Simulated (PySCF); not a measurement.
## Calculated data, CH7ClGeSi

Calculation on a computer-drawn molecule: the log of a Hartree-Fock and frozen-core CCSD(T) single point meant for a local Hartree-Fock minimum, with one planted fault or none, to be diagnosed. Offsets are logged minus clean, where the clean run is the same molecule without the fault. The reference is restricted for singlets and unrestricted otherwise, and also for a bond in bohr or an excited solution. Adding or removing an electron swaps singlet and doublet. The excited solution moves the top pair (singlet) or top alpha electron (doublet) to the lowest empty orbital. Highest occupied and lowest empty are orbital energies over both spins, largest force is the largest gradient component, triples share is (T) over the correlation energy, the T1 limit is 0.02 restricted and 0.045 unrestricted, electrons count all cores, a negative frequency is imaginary (commonest isotopes), and the dipole is about the centre of nuclear charge; on germanium a core potential holds 10 electrons, which the energies leave out, and 3d is frozen in MP2 and coupled-cluster steps. Program: PySCF 2.14.0.

## CH7ClGeSi

Logged structure:
```xyz
11
CH7ClGeSi
C      0.3824     0.5999    -0.5593
Ge     1.5397     1.0857     0.9379
Si     0.4020     1.7746     2.9403
Cl     2.7013     2.8377     0.2805
H      0.9882     0.3835    -1.4401
H     -0.2992     1.4193    -0.7905
H     -0.2018    -0.2872    -0.3029
H      2.5864    -0.0020     1.1939
H      1.3936     2.2045     3.9496
H     -0.3847     0.6370     3.4749
H     -0.5133     2.8923     2.6198
```

```
meant charge                                : 0
meant multiplicity                          : 1
meant basis                                 : cc-pV(D+d)Z
meant basis and core potential on germanium : cc-pVDZ-PP ECP10MDF
logged electrons                            : 76
logged basis functions                      : 118
logged SCF converged                        : yes
logged spin squared                         : 0
logged highest occupied                     : -10.558 eV
logged lowest empty                         : 3.0274 eV
logged largest force                        : 2.582e-05 hartree/bohr
logged lowest frequency                     : 97.077 cm⁻¹
logged T1 diagnostic                        : 0.01026
logged D1 diagnostic                        : 0.025836
logged triples share                        : 0.025335
logged CC converged                         : yes
logged dipole magnitude                     : 2.9733 debye
logged SCF stable within its kind           : yes
logged energy HF                            : -1083.81528 hartree
logged energy CCSD(T)                       : -1084.37775 hartree
possible faults                             : no fault, one electron removed, one electron added, multiplicity raised by two, geometry at a saddle point, SCF held on an excited solution, minimal basis STO-3G, one bond length entered in bohr, all coordinates scaled
planted fault                               : no fault
HF energy offset from clean run             : 0 kcal/mol
CCSD(T) energy offset from clean run        : 0 kcal/mol
```

Drawn bonds:
```tsv
atom	other atom	order
1	2	1
2	3	1
2	4	1
1	5	1
1	6	1
1	7	1
2	8	1
3	9	1
3	10	1
3	11	1
```
